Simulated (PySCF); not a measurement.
## Worked example: entropy of an ideal gas

Si(F)2(Cl)(Me) (CH3ClF2Si), SMILES C[Si](F)(F)Cl.

Coordinates come from a PBE0-D3(BJ)/def2-SVP optimisation.

PySCF 2.14.0 with PBE0-D3(BJ)/def2-SVP gives the harmonic wavenumbers 131, 179, 199, 253, 294, 332, 546, 738, 784, 811, 922, 982, 1282, 1419, 1421, 3071, 3182, 3185 cm⁻¹ and the rotational temperatures 0.1757, 0.1127, 0.1082 K. The molar mass is 116.57 g/mol, the symmetry number 1, the spin multiplicity 1.

Work out the entropy at 298.15 K and 1 atm in the rigid-rotor, harmonic-oscillator model.


Translation (Sackur–Tetrode at 1 atm): S = R[1.5 ln M + 2.5 ln T − 1.16487] = 168.1 J/(mol K).
Rotation: q = (√π/σ) T^1.5/√(θA θB θC) = 197000, S = R[ln q + 3/2] = 113.8 J/(mol K).
Vibration: with u = 1.4388 ν/T, each mode gives R[u/(e^u − 1) − ln(1 − e^−u)]:
| ν (cm⁻¹) | modes | u | S (J/(mol K)) |
|---|---|---|---|
| 131 | 1 | 0.63 | 12.26 |
| 179 | 1 | 0.86 | 9.79 |
| 199 | 1 | 0.96 | 8.96 |
| 253 | 1 | 1.22 | 7.15 |
| 294 | 1 | 1.42 | 6.07 |
| 332 | 1 | 1.60 | 5.23 |
| 546 | 1 | 2.63 | 2.31 |
| 738 | 1 | 3.56 | 1.11 |
| 784 | 1 | 3.78 | 0.92 |
| 811 | 1 | 3.91 | 0.83 |
| 922 | 1 | 4.45 | 0.54 |
| 982 | 1 | 4.74 | 0.42 |
| 1282 | 1 | 6.19 | 0.12 |
| 1419 | 1 | 6.85 | 0.07 |
| 1421 | 1 | 6.86 | 0.07 |
The stiffer modes add less than 0.005 each. Sum 55.9 J/(mol K).
Spin: R ln 1 = 0.0 J/(mol K).
Total 337.8 J/(mol K); the program's own thermochemistry gives 337.8. Translation makes up 50 % and vibration 17 %. Anharmonicity, hindered rotation and orbital degeneracy are left out.
